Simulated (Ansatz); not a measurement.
Frontier orbitals of CH6BCl2P, SMILES `C[B-]([PH3+])(Cl)Cl`.

Charge 0, multiplicity 1. The structure was optimised at the PBE0-D4/def2-TZVP level. It is one conformer, not always the lowest. Basis def2-TZVPP, Ansatz.

| functional | HOMO (eV) | LUMO (eV) | gap (eV) |
| --- | --- | --- | --- |
| PBE | -6.52 | -1.15 | 5.37 |
| B97M-V | -6.93 | -1.06 | 5.87 |
| PBE0 | -7.78 | -0.24 | 7.54 |
| r2SCAN0 | -7.97 | -0.06 | 7.91 |
| CAM-B3LYP | -9.13 | 0.80 | 9.93 |
| ωB97M-V | -10.00 | 1.57 | 11.57 |

From PBE to PBE0 the HOMO moves by −1.27 eV and the LUMO by +0.91 eV, and with ωB97M-V by −3.48 and +2.71 eV, so the gap grows from 5.37 to 11.57 eV with exact exchange. A positive LUMO is unbound and depends on the basis.
